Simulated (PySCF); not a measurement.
## Unknowns

No relativistic terms, fast rotation and ring inversion assumed for equivalent nuclei, no solvent, one conformer. σ from GIAO-PBE0/pcSseg-1; geometry from GFN2-xTB; PySCF 2.14.0 with density-fitted response routines.

References, each an isolated molecule treated in the same way: 1H, 13C vs TMS. Splittings of carbon signals by F and P are missing where no couplings were computed. Where no couplings were computed, multiplicities follow the n + 1 count of equivalent neighbours, and m marks all less simple cases (inequivalent or close neighbours, rings, F or P nearby). Shifts are as computed. Against solution values, carbons near 30 ppm lie about +3 ppm off and those near 130 ppm about +5 ppm. Of 1211 compounds with measured shifts, 218 miss one by over three times the rms of a fit or turn the order of signals round; such compounds aren't used in these exercises.

Question: C₄H₈OSi. 1H NMR (600 MHz, computed): δ 3.05 (m, 1H), 2.22 (s, 3H), 1.04 (m, 2H), 0.71 (m, 2H). 13C{1H} NMR (computed): δ 243.3 (C), 36.3 (CH3), 0.9 (CH2). What is it?

Answer: `[SiH]1(C(C)=O)CC1`. Rings plus π bonds: 2 (1 ring in the answer). 3 carbon signals for 4 carbons: some carbons are equivalent by symmetry or fast rotation. Carbon types of the structure: 1 × C, 2 × CH2, 1 × CH3, leaving 1 H on heteroatoms. δC 243.3: carbonyl carbon. δC 0.9: three-membered-ring carbon; carbons of three-membered rings are unusually shielded. δH 2.22: hydrogen on a methyl carbon α to a carbonyl; α to C=O. δH 1.04, 0.71: hydrogen on a three-membered-ring carbon; cyclopropane-type protons are shielded by the ring.

This is the structure that produced the data.

Question: C₇H₁₁OP. 1H NMR (300 MHz, computed): δ 6.07 (m, 2H), 2.60 (m, 4H), 2.36 (m, 2H), 2.32 (s, 3H). 13C{1H} NMR (computed): δ 210.3 (C), 136.6 (CH), 47.0 (CH2), 37.9 (CH2), 32.2 (CH3). What is it?

Answer: `C1=CCP(CC(C)=O)C1`. 5 carbon signals for 7 carbons: some carbons are equivalent by symmetry or fast rotation. Carbon types of the structure: 1 × C, 2 × CH, 3 × CH2, 1 × CH3, which accounts for all hydrogens. δC 210.3: ketone carbonyl carbon; the double bond to the heteroatom, with no lone-pair donor beside it, deshields it most. δC 136.6: alkene CH; as expected for a trigonal carbon in a double bond. δH 6.07: hydrogen on an alkene CH; olefinic region. δH 2.36: hydrogen on an sp3 CH2 bonded to P, α to a carbonyl; α to C=O.

This is the structure that produced the data.
